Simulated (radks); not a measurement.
Problem. I XXVII, 27 electrons, occupied as [Ar] 3d9 (the NIST ground configuration). Calculated with a radial shooting solver on a logarithmic mesh with Libxc functionals: scalar-relativistic Kohn-Sham, LB94 model potential, spin-polarised, spherical densities, finite nucleus; open shells are filled with parallel spins first (spin-orbit coupling, left out, can overturn this in heavy ions); Fermi nuclear charge, rms radius 4.75 fm. Some entries of the table are withheld. Estimate them.

orbital  occ.  eigenvalue (Ry)  <r^2> (bohr^2)
1s down     1        -2503.935        0.001001
1s up       1        -2503.929        0.001001
2s up       1        -444.2434         0.01603
2s down     1        -444.2266         0.01603
2p up       3        -406.2864         0.01266
2p down     3        -406.2842         0.01266
3s up       1        -138.6526          0.1077
3s down     1        -138.4419          0.1078
3p up       3        -126.3023             (1)
3p down     3        -126.0899             (2)
3d up       5        -108.2989             (3)
3d down     4        -108.0897             (4)
4s up       0        -66.14717          0.4348
4s down     0        -66.07256          0.4355
4p up       0              (5)          0.4548
4p down     0              (6)          0.4556

Solution. 
(1) 3p up <r^2> (bohr^2): 0.1064
(2) 3p down <r^2> (bohr^2): 0.1065
(3) 3d up <r^2> (bohr^2): 0.08952
(4) 3d down <r^2> (bohr^2): 0.08960
(5) 4p up eigenvalue (Ry): -61.49921
(6) 4p down eigenvalue (Ry): -61.42724
